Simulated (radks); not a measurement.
The barium ion Ba+, configuration [Xe] 6s1. Calculated with a radial shooting solver on a logarithmic mesh with Libxc functionals: Dirac Kohn-Sham, OLYP, spin-unpolarised, spherical densities, finite nucleus; Fermi nuclear charge, rms radius 4.8378 fm.

Normalised radial functions P(r) = r R(r) (large component), r in bohr:

```
   r/bohr * 4d5/2, o 5s1/2 (the largest magnitude, 1.23, reaches the edge; | marks zero, & curves that meet)
 0.001421                             *o
 0.001654                             *o
 0.001925                             *o
 0.002242                             *o
  0.00261                             *o
 0.003062                             * o
 0.003565                             * o
  0.00415                             * o
 0.004832                             * o
 0.005625                             * o
 0.006548                             *  o
 0.007684                             *  o
 0.008946                             *  o
  0.01041                             *  o
  0.01212                             *  o
  0.01411                             *  o
  0.01656                             *  o
  0.01928                             * o
  0.02245                             * o
  0.02613                             |&
  0.03042                             o*
   0.0357                            o|*
  0.04156                           o | *
  0.04838                          o  |  *
  0.05633                         o   |   *
  0.06557                        o    |    *
  0.07695                        o    |      *
  0.08958                         o   |        *
   0.1043                          o  |          *
   0.1214                            o|            *
   0.1413                             | o           *
   0.1645                             |    o         *
   0.1931                             |      o       *
   0.2248                             |      o     *
   0.2617                             |     o  *
   0.3047                             | o*
   0.3547                         * o |
   0.4162                 *    o      |
   0.4845          *        o         |
   0.5641     *            o          |
   0.6567  *                  o       |
   0.7645  *                        o |
   0.8971     *                       |     o
    1.044          *                  |            o
    1.216               *             |                 o
    1.415                    *        |                   o
    1.648                       *     |                   o
    1.934                          *  |               o
    2.251                            *|           o
    2.621                            *|       o
    3.051                             *    o
    3.552                             * o
    4.135                             *o
    4.852                             &
    5.649                             &
    6.576                             &
    7.656                             &
    8.912                             &
    10.46                             &
    12.18                             &
    14.17                             &
```

4d5/2: eigenvalue -94.796 eV, 1 radial node at r = 0.326 bohr, <r> = 0.803 bohr, 90 % of the charge inside 1.21 bohr. 5s1/2: eigenvalue -39.380 eV, 4 radial nodes at r = 0.0316, 0.125, 0.331, 0.797 bohr, <r> = 1.63 bohr, 90 % of the charge inside 2.35 bohr.
